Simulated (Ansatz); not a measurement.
Two structures of GeNH₉O, closed shell, reached by relaxing down either side of one saddle point (PBE0-D4/def2-TZVP). Energies are electronic, without zero-point energy. Computed with Ansatz 0.2.0 (basis: def2-TZVPP and def2-QZVPP); correlated methods freeze the cores. Filled d shells of the heavier atoms are correlated. The def2 sets are not built for correlating such inner shells, so the correlated values are less sure here. Extrapolation: Hartree–Fock as exp(−7.88 √X), correlation as X^−2.97. First:

Ge1  (-0.998, 0.445, -1.813)
H2  (0.355, -0.261, -1.645)
H3  (-2.147, -0.563, -1.824)
H4  (-1.187, 1.497, -0.713)
H5  (-0.972, 1.184, -3.169)
H6  (-0.117, -0.704, 1.206)
O7  (-0.983, -1.062, 0.927)
H8  (1.918, 0.114, 0.427)
N9  (1.654, -0.042, 1.394)
H10  (-1.623, -0.703, 1.544)
H11  (2.293, -0.729, 1.775)
H12  (1.806, 0.826, 1.892)
(Å)

Second:

Ge1  (-1.335, 0.202, -0.723)
H2  (2.420, 0.006, -2.033)
H3  (-0.685, -1.095, -1.214)
H4  (-2.704, 0.406, -1.417)
H5  (-0.447, 1.430, -0.944)
H6  (0.356, -0.216, 1.670)
O7  (-1.697, 0.048, 1.030)
H8  (2.061, -0.036, -1.376)
N9  (1.197, -0.236, 1.103)
H10  (-2.638, 0.125, 1.200)
H11  (1.657, -1.123, 1.263)
H12  (1.815, 0.491, 1.440)
(Å)

(1) Which bonds change from the first to the second?

(2) Give the saddle point's structure and its height above each. (An estimate is asked for; the value comes from the calculation.)

No T1 diagnostic of these runs exceeds 0.012.

## Answers

(1) GeH₄ + H₂O + NH₃ → GeH₄O ([OH][GeH3]) + NH₃ + H₂; bonds formed: Ge1–O7, H2–H8, H6–N9; bonds broken: Ge1–H2, H6–O7, H8–N9.

(2) The calculation gives: 194.2 kJ/mol above the first and 174.3 kJ/mol above the second (CCSD(T) at an estimated basis limit (MP2 extrapolated from triple and quadruple zeta, plus CCSD(T) − MP2 in triple zeta)).
Ge1  (-1.010, 0.220, -1.214)
H2  (0.743, 0.029, -1.016)
H3  (-0.987, -0.991, -2.187)
H4  (-2.585, 0.348, -0.969)
H5  (-0.736, 1.580, -1.915)
H6  (0.447, -0.180, 1.345)
O7  (-0.908, 0.006, 0.700)
H8  (1.388, -0.136, 0.059)
N9  (1.511, -0.260, 1.166)
H10  (-1.806, 0.059, 1.036)
H11  (1.894, -1.164, 1.413)
H12  (2.050, 0.490, 1.583)
(Å)

Labels in which every atom is bracketed show which atoms are joined, not bond orders.

For scale, one of the runs: CCSD(T)/def2-TZVPP, 236 basis functions, launched by `ansatz run in.yaml --threads 4 --pin off --events-out ev --progress --plain --max-ram 9574MiB`. The run took 2.6 min on 4 CPU threads of an Arm Neoverse V1 (shared host), with 4.5 GiB of host memory at its peak.
